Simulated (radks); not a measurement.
Problem. Excited configurations of Co3+: one electron is placed in a higher orbital outside [Ar] 3d5. The ground configuration is [Ar] 3d6. All-electron calculation, scalar-relativistic Kohn-Sham, PBE, spin-polarised, spherical densities, finite nucleus; open shells are filled with parallel spins first; Fermi nuclear charge, rms radius 3.7875 fm. Program: a radial shooting solver on a logarithmic mesh with Libxc functionals. Excitation = E - E(ground); binding = E(ion) - E, where the ion is the core of charge +4; n* = 4/sqrt(2 binding) in atomic units, and the quantum defect is n - n*.

| outer orbital | excitation (eV) | binding (eV) | n* | quantum defect | eigenvalue (eV) | <r> (bohr) |
|---|---|---|---|---|---|---|
| 4f | 37.778 | 14.211 | 3.914 | 0.086 | -12.056 | 4.252 |
| 6d | 43.492 | 8.496 | 5.062 | 0.938 | -7.600 | 9.186 |
| 7s | 43.967 | 8.021 | 5.209 | 1.791 | -7.242 | 10.49 |
| 7f | 47.064 | 4.924 | 6.649 | 0.351 | -4.422 | 15.62 |

Estimate the row for 6p.

Solution. excitation (eV) 41.341; binding (eV) 10.647; n* 4.522; quantum defect 1.478; eigenvalue (eV) -9.581; <r> (bohr) 7.667. The Delta-SCF ionisation energy is 51.988 eV (NIST Atomic Spectra Database: 51.3 eV, semi-empirical). Self-interaction in the functional shifts the binding energies and quantum defects, so they are the method's values and not measured ones. Open shells are spherical and high-spin; term and fine-structure splittings are not resolved.
